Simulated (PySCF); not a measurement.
Os⁶³⁺: ionisation energy

Os⁶³⁺ [Ne] 3s2 3p1 (2P) → Os⁶⁴⁺ [Ne] 3s2 (1S), as a difference of total energies. All numbers are calculated (PySCF 2.14, the spin-free X2C one-electron Hamiltonian (Gaussian nucleus), in an even-tempered Gaussian basis (17 s from 17 bohr⁻², ratio 2.5; 12 p from 23 bohr⁻², ratio 2.5; 4 d from 87 bohr⁻², ratio 2.7; 4 f from 130 bohr⁻², ratio 2.7)). Correlated levels: outer shells: 1s2 frozen; virtual orbitals above 40 to 60 times the deepest correlated orbital energy dropped. The calculations carry no spin-orbit coupling.

| method | ionisation energy (eV) |
| --- | --- |
| UHF | 6900.9 |
| MP2 (outer shells) | 6901.6 |
| SCS-MP2 (outer shells) | 6901.4 |
| CCSD (outer shells) | 6901.6 |
| CCSD(T) (outer shells) | 6901.6 |

A first-order spin-orbit estimate (lowest level to lowest level, LS coupling) adds 253.6 eV.

Breit and QED terms and the two-electron picture change are absent.

First order in ζ underestimates the shift of j = l − 1/2 levels at high Z.

For comparison: 7185 ± 19 eV (theoretical estimate listed by NIST; NIST Atomic Spectra Database, ionization energies).
